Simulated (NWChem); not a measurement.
# H2PO3, doublet; SMILES O=[P](O)O

```xyz
6

O      0.0511    -1.5418     0.2388
P      0.0274    -0.1616    -0.3157
O     -1.2203     0.7972     0.1528
O      1.2515     0.7926     0.1585
H     -2.0595     0.3164     0.1499
H      0.9899     1.7237     0.1850
```
Atoms are numbered in this order, from 1.

All runs: NWChem. Spin-unrestricted. Structure relaxed at the PBE0/def2-SVP, spin-unrestricted level. No stability test was run on the SCF state.

For level B3LYP/pcseg-1:

| Item | Result |
|---|---|
| highest occupied level (eV) | -6.85 |

Task: How do the values read with level B3LYP/aug-pcseg-1 instead?

Result: 
- highest occupied level (eV): -7.07
